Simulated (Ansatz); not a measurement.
Basis-set extrapolation for F2H4O2Si2, SMILES `O[SiH](O)[SiH](F)F` (PBE0-D4/def2-TZVP geometry, frozen core, Ansatz 0.2.0). Multiplicity 1, RHF reference.

|  | def2-TZVPP | def2-QZVPP |
| --- | --- | --- |
| HF | -929.223505 | -929.259533 |
| MP2 correlation | -1.211410 | -1.320068 |
| CCSD(T) correlation | -1.276036 | not run |

Energies in hartree. Use E(X) = E(∞) + A·exp(−7.88·√X) for Hartree–Fock and E(X) = E(∞) + B·X^(−2.97) for correlation, with X = 3 and 4, and add CCSD(T) minus MP2 of the smaller set to the MP2 limit.

What is the CCSD(T) energy at the basis-set limit?

HF limit: -929.259533 + (-0.036028) × 0.13774 = -929.26450. MP2 limit: -1.320068 + (-0.108658) × 0.74074 = -1.40056. Higher-order term: -1.276036 − (-1.211410) = -0.06463. Total: -930.72969 hartree, 604.3 kJ/mol below CCSD(T)/def2-TZVPP.
